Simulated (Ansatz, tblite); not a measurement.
Removing and adding an electron: Cu(CO)H (CHCuO). The state is a singlet with charge 0. Geometry: PBE0-D4/def2-TZVP. Ansatz, gas phase; energy differences of separate SCF runs; the oxidised species was run as a doublet alone; the reduced species was run as a doublet alone.

```xyz
4

Cu   -0.263    0.773    0.094
C     0.331   -0.960   -0.119
O     0.690   -2.017   -0.247
H    -0.758    2.204    0.272
```

The xTB rows come from tblite. Correlated methods freeze 11 core orbitals. In CCSD on the charge 1 doublet the largest single amplitude is 0.24, so its Hartree–Fock determinant may place the open shell otherwise than the density functionals do.

| level | −HOMO (eV) | vertical IE (eV) | −LUMO (eV) | vertical EA (eV) | HOMO–LUMO gap (eV) | IE − EA (eV) | remarks |
| --- | --- | --- | --- | --- | --- | --- | --- |
| GFN1-xTB | 11.33 | 14.52 | 9.33 | 5.58 | 1.99 | 8.94 | – |
| PBE-D4/def2-TZVP | 5.99 | 9.47 | 3.24 | – | 2.74 | – | – |
| r2SCAN-D4/def2-TZVPD | 6.14 | – | 3.14 | 0.32 | 3.00 | – | HOMO above zero (-1 doublet) |
| PBE0-D4/def2-TZVPD | 6.96 | – | 2.36 | 0.29 | 4.60 | – | HOMO above zero (-1 doublet) |
| MP2/def2-TZVPD | – | – | – | -0.18 | – | – | – |
| CCSD/def2-TZVPD | – | – | – | -0.03 | – | – | – |
| CCSD/def2-TZVPP | – | 8.99 | – | – | – | – | – |
| CCSD(T)/def2-TZVPP | – | 9.17 | – | – | – | – | – |

(1) Estimate the rows for GFN2-xTB, HF/def2-TZVPD, HF/def2-TZVPP, PBE-D4/def2-TZVPD, r2SCAN-D4/def2-TZVP, PBE0-D4/def2-TZVP, MP2/def2-TZVPP, CCSD(T)/def2-TZVPD.

Results:

(1) 
```
              level  −HOMO (eV)  vertical IE (eV)  −LUMO (eV)  vertical EA (eV)  HOMO–LUMO gap (eV)  IE − EA (eV)                       remarks
           GFN2-xTB       10.07             14.61        8.74              4.46                1.33         10.15                             –
      HF/def2-TZVPD           –                 –           –             -0.39                   –             –                             –
      HF/def2-TZVPP           –              7.83           –                 –                   –             –                             –
  PBE-D4/def2-TZVPD        6.01                 –        3.31              0.29                2.69             –  HOMO above zero (-1 doublet)
r2SCAN-D4/def2-TZVP        6.13              9.39        3.08                 –                3.05             –                             –
  PBE0-D4/def2-TZVP        6.94              9.24        2.26                 –                4.68             –                             –
     MP2/def2-TZVPP           –              9.33           –                 –                   –             –                             –
 CCSD(T)/def2-TZVPD           –                 –           –             -0.04                   –             –                             –
```

   A HOMO above zero means that the electron is unbound at that level or that self-interaction error raises the level; the energy of removing that electron tells which. Raw xTB energy differences between charge states are shifted by several eV; the methods need an empirical correction for them. A negative affinity means that the extra electron isn't bound; its size then hangs on the basis.
